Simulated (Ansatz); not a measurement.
Gas-phase electronic energies from Ansatz, PBE0-D4/def2-TZVP geometries. CCSD(T)/CBS is the MP2 limit (def2-TZVPP, def2-QZVPP) plus CCSD(T) − MP2 in def2-TZVPP, frozen cores. This one scheme is used for every species. DFT in def2-TZVPP. B3LYP here is the variant with VWN-RPA as its local correlation; programs differ in this. Each species was taken in one conformer, which may not be the lowest.

Reaction (ligand exchange at the Si–O bond): `O[SiH]1C=C1` + HCl → `Cl[SiH]1C=C1` + H₂O

CCSD(T)/CBS gives -1.3 kJ/mol.

(1) Another level gave +4.2 kJ/mol. Which?
A. revPBE-D4/def2-TZVPP
B. r2SCANh/def2-TZVPP
C. HF/def2-TZVPP
D. B3LYP/def2-TZVPP

Largest T1 diagnostic among the species: 0.012.

Answers

(1) D. B3LYP 4.2, revPBE-D4 -7.2, HF/def2-TZVPP 9.2, r2SCANh 0.0 kJ/mol.

At CCSD(T), def2-SVP lies +3.4 kJ/mol from the extrapolated value and def2-TZVPP +5.4 kJ/mol. Leaving LDA and LC-ωPBE aside and taking each functional with its dispersion term where it has one, the values, not all of them listed here, spread over 14.1 kJ/mol, from revPBE-D4 to CAM-B3LYP-D4. LDA lies +5.8 kJ/mol from PBE without D4. In def2-TZVPP, CCSD(T) changes the Hartree–Fock value by −5.2 kJ/mol (the triples alone add −1.6 kJ/mol) and MP2 by −8.8 kJ/mol.
